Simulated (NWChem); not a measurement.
System: SiH4S; SMILES [SiH3]S

Here is an NWChem input.

```
start job
memory heap 200 mb stack 900 mb global 1100 mb
geometry units angstroms
  Si    -1.014902    -0.387203     0.087930
  S      0.969504     0.411907    -0.092207
  H     -1.148839    -0.945980     1.426790
  H     -1.860545     0.770520    -0.134733
  H     -1.172709    -1.417065    -0.931192
  H      1.619337    -0.722217     0.121759
end
basis spherical
  * library def2-tzvp
end
dft
  xc pbe0
  disp vdw 4
  iterations 150
end
driver
  maxiter 120
end
task dft optimize
task dft freq
```

Parts of the log:

```
             Northwest Computational Chemistry Package (NWChem) 7.3.0
             --------------------------------------------------------

 C1  symmetry detected

                             Geometry "geometry" -> ""
                             -------------------------

 Output coordinates in angstroms (scale by  1.889725989 to convert to a.u.)

  No.       Tag          Charge          X              Y              Z
 ---- ---------------- ---------- -------------- -------------- --------------
    1 Si                  14.0000     0.01645509     1.04281984     0.00002410
    2 S                   16.0000     0.06063787    -1.10355878     0.00001625
    3 H                    1.0000    -0.68033224     1.47270319     1.20518163
    4 H                    1.0000     1.42166743     1.40385931    -0.00647412
    5 H                    1.0000    -0.69140063     1.47204466    -1.19949029
    6 H                    1.0000    -1.25051172    -1.29114438     0.00018531

 Effective nuclear repulsion energy (a.u.)      89.5406135786

                                Z-matrix (autoz)
                                --------

 Units are Angstrom for bonds and degrees for angles

      Type          Name      I     J     K     L     M      Value
      ----------- --------  ----- ----- ----- ----- ----- ----------
    1 Stretch                  1     2                       2.14683
    2 Stretch                  1     3                       1.45695
    3 Stretch                  1     4                       1.45087
    4 Stretch                  1     5                       1.45744
    5 Stretch                  2     6                       1.32450
    6 Bend                     1     2     6                96.96277
    7 Bend                     2     1     3               107.74849
    8 Bend                     2     1     4               103.22988
    9 Bend                     2     1     5               107.72426
   10 Bend                     3     1     4               113.17134
   11 Bend                     3     1     5               111.19944
   12 Bend                     4     1     5               113.16805
   13 Torsion                  3     1     2     6          60.27884
   14 Torsion                  4     1     2     6        -179.74373
   15 Torsion                  5     1     2     6         -59.78110

                           NWChem Geometry Optimization
                           ----------------------------

 maximum gradient threshold         (gmax) =   0.000450
 rms gradient threshold             (grms) =   0.000300
 maximum cartesian step threshold   (xmax) =   0.001800
 rms cartesian step threshold       (xrms) =   0.001200
 fixed trust radius                (trust) =   0.300000
 source of zmatrix                         =   autoz

          -------------------
          Energy Minimization
          -------------------

 Using diagonal initial Hessian
 Scaling for Hessian diagonals: bonds = 1.00  angles = 0.25  torsions = 0.10

          --------
          Step   0

                                 NWChem DFT Module
                                 -----------------

 Summary of "ao basis" -> "ao basis" (spherical)
 ------------------------------------------------------------------------------
       Tag                 Description            Shells   Functions and Types
 ---------------- ------------------------------  ------  ---------------------
 Si                        def2-tzvp                13       37   5s5p2d1f
 S                         def2-tzvp                13       37   5s5p2d1f
 H                         def2-tzvp                 4        6   3s1p

[...]

      ----------------------
      Optimization converged
      ----------------------

  Step       Energy      Delta E   Gmax     Grms     Xrms     Xmax
  ---- ---------------- -------- -------- -------- -------- --------
@    5    -689.86488031 -1.5D-07  0.00002  0.00001  0.00017  0.00034
                                     ok       ok       ok       ok

                                Z-matrix (autoz)
                                --------

 Units are Angstrom for bonds and degrees for angles

      Type          Name      I     J     K     L     M      Value     Gradient
      ----------- --------  ----- ----- ----- ----- ----- ---------- ----------
    1 Stretch                  1     2                       2.13700   -0.00002
    2 Stretch                  1     3                       1.48496   -0.00000
    3 Stretch                  1     4                       1.48239    0.00000
    4 Stretch                  1     5                       1.48495   -0.00000
    5 Stretch                  2     6                       1.34371    0.00000
    6 Bend                     1     2     6                94.68172    0.00000
    7 Bend                     2     1     3               111.58224   -0.00001
    8 Bend                     2     1     4               104.92488    0.00001
    9 Bend                     2     1     5               111.56358   -0.00001
   10 Bend                     3     1     4               109.95819    0.00000
   11 Bend                     3     1     5               108.79515    0.00000
   12 Bend                     4     1     5               109.96903    0.00000
   13 Torsion                  3     1     2     6          61.09941   -0.00000
   14 Torsion                  4     1     2     6        -179.86703    0.00000
   15 Torsion                  5     1     2     6         -60.83027    0.00001

                         Geometry "geometry" -> "geometry"
                         ---------------------------------

 Output coordinates in angstroms (scale by  1.889725989 to convert to a.u.)

  No.       Tag          Charge          X              Y              Z
 ---- ---------------- ---------- -------------- -------------- --------------
    1 Si                  14.0000     0.00367390     0.99136131    -0.00025649
    2 S                   16.0000     0.07787005    -1.14435023    -0.00101689
    3 H                    1.0000    -0.67995666     1.51373192     1.21006570
    4 H                    1.0000     1.42191944     1.42265697    -0.00613391
    5 H                    1.0000    -0.69025156     1.51378072    -1.20467374
    6 H                    1.0000    -1.25673937    -1.30045686     0.00145821

 Effective nuclear repulsion energy (a.u.)      89.2443087226

                Final and change from initial internal coordinates
                --------------------------------------------------

                                Z-matrix (autoz)
                                --------

[...]

 Rotational Constants
 --------------------
 A=   2.199642 cm-1  (  3.164723 K)
 B=   0.210258 cm-1  (  0.302508 K)
 C=   0.205674 cm-1  (  0.295912 K)

 Temperature                      =   298.15K
 frequency scaling parameter      =   1.0000

 Zero-Point correction to Energy  =   21.320 kcal/mol  (  0.033976 au)
 Thermal correction to Energy     =   23.943 kcal/mol  (  0.038156 au)
 Thermal correction to Enthalpy   =   24.535 kcal/mol  (  0.039099 au)

 Total Entropy                    =   65.094 cal/mol-K
   - Translational                =   38.370 cal/mol-K (mol. weight =  63.9803)
   - Rotational                   =   22.345 cal/mol-K (symmetry #  =        1)
   - Vibrational                  =    4.380 cal/mol-K

 Cv (constant volume heat capacity) =   13.165 cal/mol-K
   - Translational                  =    2.979 cal/mol-K
   - Rotational                     =    2.979 cal/mol-K
   - Vibrational                    =    7.206 cal/mol-K

[normal modes left out]

 ----------------------------------------------------------------------------
 Normal Eigenvalue ||           Projected Infra Red Intensities
  Mode   [cm**-1]  || [atomic units] [(debye/angs)**2] [(KM/mol)] [arbitrary]
 ------ ---------- || -------------- ----------------- ---------- -----------
    1       -0.000 ||    0.000005           0.000         0.005       0.001
    2       -0.000 ||    0.003884           0.090         3.786       0.936
    3       -0.000 ||    0.000285           0.007         0.278       0.069
    4        0.000 ||    0.000006           0.000         0.006       0.001
    5        0.000 ||    0.000368           0.009         0.359       0.089
    6        0.000 ||    0.000271           0.006         0.265       0.065
    7      190.522 ||    0.013065           0.301        12.737       3.149
    8      515.816 ||    0.034753           0.802        33.879       8.375
    9      536.632 ||    0.019635           0.453        19.141       4.732
   10      625.048 ||    0.020211           0.466        19.702       4.871
   11      813.473 ||    0.008177           0.189         7.971       1.971
   12      924.497 ||    0.250435           5.778       244.136      60.355
   13      931.450 ||    0.049809           1.149        48.556      12.004
   14      959.954 ||    0.079227           1.828        77.235      19.094
   15     2227.884 ||    0.076111           1.756        74.197      18.343
   16     2232.292 ||    0.107775           2.486       105.065      25.974
   17     2252.963 ||    0.081979           1.891        79.917      19.757
   18     2710.332 ||    0.000893           0.021         0.871       0.215
 ----------------------------------------------------------------------------
```

Level: PBE0-D3(BJ)/def2-TZVP.
